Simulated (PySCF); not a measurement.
Zn(F)(Et) (C2H5FZn), SMILES [F][Zn][CH2]C. The structure is a stationary point at B3LYP-D3(BJ)/def2-SVP. The structure was generated by enumeration; whether it is a known compound was not checked. Other conformers were not sampled.

Calculation: B3LYP-D3(BJ)/def2-SVP (PySCF 2.14.0).

Harmonic wavenumbers (cm⁻¹): 95, 120, 249, 250, 509, 646, 698, 945, 969, 1034, 1213, 1247, 1400, 1439, 1475, 1481, 3014, 3035, 3079, 3084, 3105. Rotational constants (GHz): 24.65, 2.249, 2.115; symmetry number 1.

### Question
Work out the zero-point energy and the ideal-gas rigid-rotor harmonic-oscillator thermochemistry at 298.15 K and 1 atm.

### Answer
ZPE = ½ Σ hcν = ½ × 29087 cm⁻¹ = 173.98 kJ/mol. H − E(el) = 191.92 kJ/mol. Entropy in J/(mol K): translation 167.75, rotation 106.36, vibration 49.72, total 323.83. G − E(el) = 95.37 kJ/mol. Cp = 84.89 J/(mol K). Modes under 150 cm⁻¹ make the vibrational entropy uncertain.
